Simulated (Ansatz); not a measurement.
The cluster Zn₂Br₃: single points at one geometry.

```yaml
crystal:
  periodic: [false, false, false]
  atoms:
    - {symbol: Zn, position_ang: [0.045282, -1.011271, -0.015417]}
    - {symbol: Zn, position_ang: [-0.099377, 1.609417, 0.017025]}
    - {symbol: Br, position_ang: [-1.528318, -0.141680, 1.572439]}
    - {symbol: Br, position_ang: [2.226842, -0.403623, 0.527342]}
    - {symbol: Br, position_ang: [-0.644418, -0.052844, -2.101389]}
basis:
  gaussian: {orbitals: def2-TZVP, initial_orbitals: start.molden}
magnetization: {spin_polarized: true, initial_magnetization: 1}
hamiltonian: {xc: pbe}
correlation: {method: rpa, frozen_orbitals: {Br: 9, Zn: 9}}
scf: {omitted_lower_state_checks: [starts]}
```

The file start.molden holds the orbitals of an earlier run on this structure, at another level or in another basis.

```sh
$ ansatz run in.yaml --threads 4 --pin off --events-out ev --progress --plain --max-ram 4787MiB
```

Shortened log:

```
Functional definition: PBE
1786 factors; integrals over basis functions are off by at most 7.9e-4 eV
mean field evaluation 1: about -306936.4160 eV, gradient 1.2e1 eV
mean field evaluation 2: about -306936.6814 eV, gradient 3.5e-1 eV
mean field evaluation 4: about -306936.6837 eV, gradient 4.4e-3 eV
mean field evaluation 8: about -306936.6837 eV, gradient 1.7e-6 eV
mean field -306936.68371570 eV, -11279.7150773954 hartree, gradient 1.7e-6 eV, S^2 0.751734; 0 other end points of the search recorded, 0 dependent functions left out
45 core orbitals not correlated: weight in the atoms' cores, before any rotation towards them, 1.000 or more for the frozen orbitals, at most 0.000 for the correlated occupied ones
reference -306751.20113964 eV, -11272.8987184499 hartree; 38, 37 occupied and 157, 158 virtual orbitals, 1786 factors
Total energy: -306811.90875577 eV, -11275.1296821933 hartree
Checks for a lower state left out: starts
```

Run time 17 s (4 threads of Arm Neoverse V1 on a shared host), peak host memory 0.87 GiB.

The first input with `hamiltonian: {xc: pbe0, dispersion: d4}`, `output: {orbitals: {seedname: orbitals}}` and without the key `correlation` (abridged; 19 s):

```
Functional definition: PBE0
mean field -306945.08917084 eV, -11280.0239721744 hartree, gradient 3.0e-5 eV, S^2 0.752024
Total energy: -306945.32486184 eV, -11280.0326336587 hartree
Checks for a lower state left out: starts
```

The first input with `gaussian: {orbitals: STO-3G}`, `hamiltonian: {xc: hf}`, `output: {orbitals: {seedname: orbitals}}` and without the key `correlation` (abridged; 25 s):

```
Functional definition: HF
mean field evaluation 16: about -303377.1866 eV, gradient 2.2e0 eV
mean field evaluation 32: about -303379.2875 eV, gradient 2.1e-4 eV
mean field -303379.28745225 eV, -11148.9831760035 hartree, gradient 2.5e-6 eV, S^2 2.780921
Total energy: -303379.28745225 eV, -11148.9831760035 hartree
Checks for a lower state left out: starts
```

Geometry: PBE-D4/def2-SVP.

Correlated methods freeze 45 core orbitals; core or outer-core shells of Br are correlated, in sets that lack core-valence functions. At HF/STO-3G the charge 0 doublet is spin-contaminated (final ⟨S²⟩ up to 2.78, 0.75 for a pure state). Another isomer (doublet) lies 0.65 eV lower at PBE0-D4/def2-TZVP; other spin states weren't run for this one.
